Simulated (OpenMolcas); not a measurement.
Mn3+ with 2 ligands (fluoride) in linear coordination (D∞h) at 1.7 Å. Ligand basis ANO-RCC-VDZP.

```yaml
Program: OpenMolcas 26.06
Method: CASSCF
Basis: ANO-RCC-VDZP [5s4p2d1f]
Scalar_Hamiltonian: DKH2, point nucleus
Active_space: 4 electrons in 5 orbitals (3d)
State_averaging: 2S+1 = 5 even, 5 roots; 2S+1 = 3 even, 45 roots; 2S+1 = 1 even, 50 roots
Spin-orbit_coupling: state interaction with AMFI integrals over the reference wave functions
```

(1) What is the spin-free ground state (labels by Λ)?

(2) Where is the first state of the same spin?

(3) What are the lowest two levels with spin-orbit coupling?

(4) What is χT at 300 K, and how does it compare with the textbook value?

Answers

(1) 5Σ, 1-fold in its orbital part; it has the highest spin that d4 allows.

(2) 5Π at 9490 cm-1 above the ground state.

(3) A 1-fold level, then a 2-fold level 4.2 cm-1 above it. Their leading multiplicities are 5 (100 %) and 5 (100 %).

(4) The lowest level has 2S+1 = 5, for which the spin-only value is χT = S(S+1) / 2 = 3.000 cm3 K/mol (g = 2). The computed 2.944 at 300 K differs by -0.056, through orbital momentum, spin-orbit coupling and any other state in reach.

Without dynamic correlation the repulsion within the d shell is too large (B by tens of per cent), so at a given field states of lower spin stand too high. The least metal-like active orbital is 80 % on the metal (Löwdin) and no ligand orbital is active, so the numbers are rough. Ligand-to-metal charge-transfer states are missing. With no ligand orbital active B as a rule stays too high, so bands that hang on it stand too high and its fall with covalency is understated. No measured value stands beside these numbers; the geometry was imposed, not optimised, and the real ion may take another.
